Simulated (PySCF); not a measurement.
Geometry:
```json
{"atom": "C1", "x (Å)": "-1.825", "y (Å)": "-1.040", "z (Å)": "-1.077"}
{"atom": "N2", "x (Å)": "-0.512", "y (Å)": "-0.419", "z (Å)": "-1.029"}
{"atom": "C3", "x (Å)": "-0.209", "y (Å)": "0.351", "z (Å)": "0.178"}
{"atom": "C4", "x (Å)": "-0.581", "y (Å)": "-0.385", "z (Å)": "1.462"}
{"atom": "C5", "x (Å)": "-0.778", "y (Å)": "1.717", "z (Å)": "0.158"}
{"atom": "N6", "x (Å)": "-1.192", "y (Å)": "2.229", "z (Å)": "-0.917"}
{"atom": "Si7", "x (Å)": "1.716", "y (Å)": "0.535", "z (Å)": "0.041"}
{"atom": "C8", "x (Å)": "2.471", "y (Å)": "-1.200", "z (Å)": "0.068"}
{"atom": "H9", "x (Å)": "-1.882", "y (Å)": "-1.837", "z (Å)": "-0.336"}
{"atom": "H10", "x (Å)": "-1.956", "y (Å)": "-1.483", "z (Å)": "-2.064"}
{"atom": "H11", "x (Å)": "-2.648", "y (Å)": "-0.333", "z (Å)": "-0.902"}
{"atom": "H12", "x (Å)": "-0.459", "y (Å)": "0.247", "z (Å)": "-1.796"}
{"atom": "H13", "x (Å)": "-0.152", "y (Å)": "0.126", "z (Å)": "2.321"}
{"atom": "H14", "x (Å)": "-0.195", "y (Å)": "-1.400", "z (Å)": "1.434"}
{"atom": "H15", "x (Å)": "-1.661", "y (Å)": "-0.427", "z (Å)": "1.597"}
{"atom": "H16", "x (Å)": "-0.743", "y (Å)": "2.240", "z (Å)": "1.126"}
{"atom": "H17", "x (Å)": "-1.514", "y (Å)": "3.191", "z (Å)": "-0.852"}
{"atom": "H18", "x (Å)": "2.216", "y (Å)": "1.338", "z (Å)": "1.171"}
{"atom": "H19", "x (Å)": "2.004", "y (Å)": "1.233", "z (Å)": "-1.213"}
{"atom": "H20", "x (Å)": "3.521", "y (Å)": "-1.158", "z (Å)": "-0.200"}
{"atom": "H21", "x (Å)": "2.402", "y (Å)": "-1.655", "z (Å)": "1.052"}
{"atom": "H22", "x (Å)": "1.967", "y (Å)": "-1.851", "z (Å)": "-0.639"}
```

[PySCF 2.14.0 with density-fitted response routines: shielding tensors at PBE0/pcSseg-1 (GIAO); GFN2-xTB geometry; non-relativistic; one conformer; averaged over atoms made equivalent by symmetry, fast rotation or ring inversion; no solvent model]

Scale: TMS for 13C (186.93 ppm) and 1H (31.72 ppm) and 29Si (349.16 ppm); NH3 for 15N (267.73 ppm) (reference shieldings calculated alike).

```
      atoms  nucleus  count  δ (ppm)
H20/H21/H22       1H      3     0.32
        H17       1H      1    10.43
         C8      13C      1     -9.1
        H12       1H      1        ?
         C3      13C      1        ?
 H9/H10/H11       1H      3     2.40
         N6      15N      1    333.3
         C1      13C      1        ?
        H16       1H      1     8.38
         C4      13C      1     16.3
        H19       1H      1     3.55
         N2      15N      1        ?
H13/H14/H15       1H      3     1.33
         C5      13C      1        ?
        Si7     29Si      1    -28.9
        H18       1H      1     4.17
```

Task: Complete the table.

Result: 
- C5: 180.8 ppm, carbon bonded to C, N, H
- C3: 56.7 ppm, carbon bonded to 2 C, N, Si
- C1: 32.2 ppm, carbon bonded to N, 3 H
- H12: 2.65 ppm, hydrogen on a nitrogen bonded to 2 C
- N2: 38.3 ppm, nitrogen bonded to 2 C, H

OH/NH shifts are gas-phase values; hydrogen bonding in solution moves them, usually downfield. Shifts are as computed. Against solution values, carbons near 30 ppm lie about +3 ppm off and those near 130 ppm about +5 ppm. Of 1309 compounds with measured shifts, 239 miss one by over three times the rms of a fit or turn the order of signals round; such compounds aren't used in these exercises. Experimental scales use liquid or dissolved standards, which lie at an offset from isolated NH3 (liquid NH3: subtract about 20 ppm). Unscaled 15N shifts of sp2 nitrogen come out 20 to 40 ppm too high even then.
